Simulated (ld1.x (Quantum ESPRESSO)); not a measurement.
**lead, TM: configuration errors across variants**

lead, norm-conserving Troullier–Martins (Kleinman–Bylander form), made with ld1.x (Quantum ESPRESSO) 7.5 (Wu–Cohen, scalar-relativistic). Core [Xe] 4f14 5d10, reference 6s2 6p2. Waves: 6p (bound): rc 2.40 bohr; 6d channel at 0.4 Ry: rc 2.15 bohr; 6s (bound): rc 1.90 bohr. Local part: the s channel. Core correction: Bessel-smoothed model core inside 1.05 bohr.

All-electron excitation energies from the reference (eV): (1) 6s2 6p1 6.592; (2) 6s2 6p0 20.039; (3) 6s1 6p0 52.546; (4) 6s1 6p2 16.192; (5) 6s2 6p1.5 2.499; (6) 6s2 6p2.3 -0.800; (7) 6s0 6p4 17.916.

A true bound ghost makes a file unfit for plane-wave use even where its test errors are small: the radial tests pick states by their node count and pass the ghost by.

Errors AE − PS in meV (a dash: test not solved or not reliable):

```tsv
change	(1)	(2)	(3)	(4)	(5)	(6)	(7)	bound ghosts
base	-19	-131	-648	-87	-3.6	0.0	-152	d
wave 6p (bound): rc 2.40 bohr becomes 6p (bound): rc 1.52 bohr	-26	-184	-734	-93	-4.8	-0.2	-207	p, d
wave 6p (bound): rc 2.40 bohr becomes 6p (bound): rc 1.80 bohr	-19	-138	-677	-81	-3.6	0.0	-120	p, d
wave 6p (bound): rc 2.40 bohr becomes 6p (bound): rc 2.36 bohr	-19	-131	-648	-87	-3.6	0.0	-152	d
wave 6p (bound): rc 2.40 bohr becomes 6p (bound): rc 2.62 bohr	-19	-132	-651	-87	-3.6	0.0	-149	d
wave 6p (bound): rc 2.40 bohr becomes 6p (bound): rc 2.78 bohr	-19	-133	-657	-85	-3.6	0.0	-142	d
wave 6p (bound): rc 2.40 bohr becomes 6p (bound): rc 3.08 bohr	-19	-141	-681	-79	-3.7	+0.1	-117	d
wave 6p (bound): rc 2.40 bohr becomes 6p (bound): rc 3.40 bohr	-21	-156	-726	-71	-3.8	+0.1	-81	d
wave 6p (bound): rc 2.40 bohr becomes 6p (bound): rc 3.54 bohr	-22	-167	-755	-65	-3.9	+0.1	-61	d
```

(1) Give the same row for: wave 6p (bound): rc 2.40 bohr becomes 6p (bound): rc 2.06 bohr.

## Answers

(1) -19, -133, -659, -84, -3.6, 0.0, -134; bound ghosts: d.
